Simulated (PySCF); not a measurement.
H₄S₃Si, SMILES S[SiH](S)S. The structure is a stationary point at PBE0-D3(BJ)/def2-SVP. One conformer was computed; it need not be the lowest.

These are PBE0-D3(BJ)/def2-SVP run with PySCF 2.14.0 values and carry that method's errors.

Harmonic wavenumbers (cm⁻¹): 113, 144, 192, 211, 225, 272, 443, 545, 559, 660, 705, 758, 797, 866, 2249, 2702, 2704, 2711. Rotational constants (GHz): 2.429, 2.150, 1.239; symmetry number 1.

**Question.** Work out the zero-point energy and the ideal-gas rigid-rotor harmonic-oscillator thermochemistry at 298.15 K and 1 atm.

**Answer.** ZPE = ½ Σ hcν = ½ × 16856 cm⁻¹ = 24.10 kcal/mol. H − E(el) = 29.34 kcal/mol. Entropy in cal/(mol K): translation 40.46, rotation 28.30, vibration 16.88, total 85.64. G − E(el) = 3.81 kcal/mol. Cp = 26.31 cal/(mol K). Modes under 150 cm⁻¹ make the vibrational entropy uncertain.
